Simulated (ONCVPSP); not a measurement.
## Ranking ONCV potentials for In

All share these settings but for the change named:

In (Z = 49), optimised norm-conserving Vanderbilt (ONCV), made with ONCVPSP 4.0.1 (PBEsol, scalar-relativistic). Core [Ar] 3d10 4s2, reference 4p6 4d10 5s2 5p0.5 (charge +0.5). Waves: 5s: rc 2.35 bohr, ncon 4, nbas 8, qcut 3.1 1/bohr, 3 projectors, debl 3.5 Ha; 4p+5p: rc 1.25 bohr, ncon 4, nbas 8, qcut 8.9 1/bohr, 2 projectors; 4d: rc 1.55 bohr, ncon 4, nbas 9, qcut 11.7 1/bohr, 2 projectors, debl 3.1 Ha. Local part: polynomial inside 1.15 bohr (lpopt 4, dvloc0 4 Ha). Core correction: none.

Cutoff: the first of the cutoffs (Ha) at which the residual kinetic energy of the hardest occupied pseudo-wave falls to 1 and 0.1 mHa per electron; the density cutoff is not measured.

The base gives 40 Ha.

Of 6 variants that were run, those that failed, showed a ghost or another fault, or gave nearly equal values are left out.

A variant can come out equal or close to the base.

Q: Rank these variants from softest to hardest (loose cutoff).
A. d: qcut 7.8
B. functional PBE; d: rc 1.25, qcut 14.5
C. s: qcut 2.8; p: qcut 8.1; d: qcut 10.7

A: A (29 Ha), C (37 Ha), B (45 Ha).
